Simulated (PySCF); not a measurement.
C₆ coefficients of unlike pairs at PBE

Calculated with PySCF 2.14 from the dipole response of each species, C₆(A,B) = (3/π) ∫ α_A(iu) α_B(iu) du, in atomic units, from isotropic polarisabilities. For ions this is the dispersion term alone; charge-induced terms of lower order in 1/R come first.

```
species           configuration                                                                            basis      relativity  α (bohr³)  C₆ (like pair)
    Rh⁺           [Kr] 4d8 (3F)                                      aug-cc-pwCVTZ-PP with ECP28MDF (8s8p7d4f3g)  core potential      13.92           87.30
   Cu³⁺           [Ar] 3d8 (3F)                                      aug-cc-pVQZ-PP with ECP10MDF (7s7p6d4f3g2h)  core potential      1.619           3.679
     Ga  [Ar] 3d10 4s2 4p1 (2P)        x2c-TZVPPall with one added diffuse shell each of s, p, d type (7s6p5d1f)   spin-free X2C      62.41           529.2
   Br²⁺  [Ar] 3d10 4s2 4p3 (4S)  x2c-QZVPPall with one added diffuse shell each of s, p, d, f type (12s9p6d5f1g)   spin-free X2C      8.247           40.01
```

(1) Estimate C₆ for Cu³⁺ with Rh⁺.

No spin-orbit coupling is included.

The other pairs:

| pair | C₆ |
| --- | --- |
| Br²⁺, Rh⁺ | 58.89 |
| Ga, Rh⁺ | 186.1 |
| Br²⁺, Cu³⁺ | 11.06 |
| Ga, Cu³⁺ | 27.76 |
| Br²⁺, Ga | 121.2 |

Answers

(1) The integral gives 16.23. The combination rule 2 C_A C_B / (C_A α_B/α_A + C_B α_A/α_B) gives 15.38 and the geometric mean 17.92.
